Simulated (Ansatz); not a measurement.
A nudged elastic band was laid between two geometries of BH₃OTe (6 atoms, charge 0, multiplicity 1).

The calculation used RKS BLYP/def2-SVP (Ansatz).

| Item | Value |
| --- | --- |
| movable images | 5 |
| climbing image | yes |
| spring | 5.0 eV/Å² |
| optimiser | quadratic models (default) |
| start path | IDPP |
| force threshold | 0.05 eV/Å |
| iteration limit | 60 |
| end points | relaxed |

Initial state:

```xyz
6
Properties=species:S:1:pos:R:3
B -0.823 0.508 -0.727
Te -0.583 -0.942 0.795
O 1.311 -0.490 1.454
H -1.892 0.504 -1.296
H 0.075 1.269 -0.993
H 1.913 -0.850 0.768
```

Final state:

```xyz
6
Properties=species:S:1:pos:R:3
B -0.780 0.377 -0.852
Te -0.599 -0.880 0.840
O 1.441 -0.891 1.092
H -1.908 0.548 -1.259
H 0.197 0.884 -1.349
H 1.649 -0.037 1.528
```

**Question.** What changes between the two ends?

**Answer.** No bond is made or broken. The dihedral B1–Te2–O3–H6 goes from -76 to 78°. The two ends are copies of one structure, up to a mirror image or an exchange of like atoms.

**Question.** Give the energies along the band, and the barrier.

**Answer.** The forces met the threshold. The highest image is number 3 of 0 to 6, 0.021 eV above the ends, which have the same energy within 2 meV. A vibrational analysis at the climbing image gives one clearly imaginary mode, 158i cm⁻¹: a first-order saddle point.

```json
{"image": "0", "path coordinate (Å)": "0.00", "energy (eV)": "0.000", "dihedral B1–Te2–O3–H6 (°)": "-76"}
{"image": "1", "path coordinate (Å)": "0.29", "energy (eV)": "0.006", "dihedral B1–Te2–O3–H6 (°)": "-52"}
{"image": "2", "path coordinate (Å)": "0.58", "energy (eV)": "0.016", "dihedral B1–Te2–O3–H6 (°)": "-26"}
{"image": "3", "path coordinate (Å)": "0.87", "energy (eV)": "0.021", "dihedral B1–Te2–O3–H6 (°)": "1"}
{"image": "4", "path coordinate (Å)": "1.17", "energy (eV)": "0.016", "dihedral B1–Te2–O3–H6 (°)": "28"}
{"image": "5", "path coordinate (Å)": "1.47", "energy (eV)": "0.005", "dihedral B1–Te2–O3–H6 (°)": "54"}
{"image": "6", "path coordinate (Å)": "1.76", "energy (eV)": "0.000", "dihedral B1–Te2–O3–H6 (°)": "78"}
```

**Question.** What is the geometry of the highest image?

**Answer.** 
```xyz
6
Properties=species:S:1:pos:R:3
B -0.746 0.348 -0.800
Te -0.695 -0.715 1.016
O 1.287 -0.700 1.535
H -1.850 0.456 -1.285
H 0.256 0.805 -1.298
H 1.748 -0.193 0.832
```

**Question.** What are the harmonic wavenumbers there?

**Answer.** 158i, 170, 434, 542, 578, 624, 797, 984, 1083, 2515, 2635, 3630 cm⁻¹.

Run time: 46 s on 1 thread of Arm Neoverse V2, with other jobs on the host, peak memory 0.11 GiB.
